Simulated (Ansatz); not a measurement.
`C[CH2][Ge][Cl]` + HCl → `[Cl][Ge][Cl]` + `CC` at 700 K and 1 bar (ligand exchange at a Ge–C bond).

Calculated with Ansatz (gas phase, PBE0-D4/def2-TZVP geometries, no zero-point term in ΔE). CCSD(T)/CBS adds triple-zeta CCSD(T) − MP2 to the extrapolated MP2 energy (def2 sets, frozen cores). This one scheme is used for every species. For Ge outer-core shells are correlated without core-valence functions, which leaves a few kJ/mol of doubt a bond. Scalar relativity is left out up to krypton. Each species was taken in one conformer, which may not be the lowest.

| species | CCSD(T)/CBS energy (Eh) | H − E (kJ/mol) | S (J/(mol·K)) |
| --- | --- | --- | --- |
| `C[CH2][Ge][Cl]` | -2615.03092 | 236.4 | 440.9 |
| HCl | -460.38127 | 38.4 | 211.8 |
| `[Cl][Ge][Cl]` | -2995.74627 | 41.4 | 343.0 |
| `CC` | -79.71954 | 238.1 | 289.3 |

H − E and S are ideal-gas, rigid-rotor, harmonic terms from PBE0-D4/def2-TZVP, for one conformer and one mirror image of each species. 1 Eh = 2625.50 kJ/mol, R = 8.31446 J/(mol·K).

By hand: ΔE, ΔH, ΔS and ΔG.

ΔE = (-2995.74627) + (-79.71954) − (-2615.03092) − (-460.38127) = -0.05362 Eh = -140.8 kJ/mol. Δ(H − E) = 41.4 + 238.1 − 236.4 − 38.4 = 4.7, so ΔH = -136.1 kJ/mol. ΔS = 343.0 + 289.3 − 440.9 − 211.8 = -20.4 J/(mol·K). ΔG = -136.1 − 700 × (-20.4)/1000 = -121.8 kJ/mol.

By hand: the equilibrium constant, and the temperature at which ΔG would vanish if ΔH and ΔS stayed fixed.

log₁₀ K = −ΔG/(RT ln 10) = 9.1. ΔG = 0 at ΔH/ΔS = 6672 K, far beyond where these terms or the molecules hold.

ΔH outweighs TΔS. A doubt of 5 kJ/mol in ΔE shifts log₁₀ K by 0.4 here. Other conformers and mirror images would add mixing entropy, several J/(mol·K) or more a flexible species. Modes under 60 cm⁻¹, often nearly free rotors, make the harmonic entropy too high. These are equilibria of isolated gas molecules and say nothing of rates. Largest T1 diagnostic: 0.013 (customary marks: 0.02 for closed shells, 0.045 for open ones).
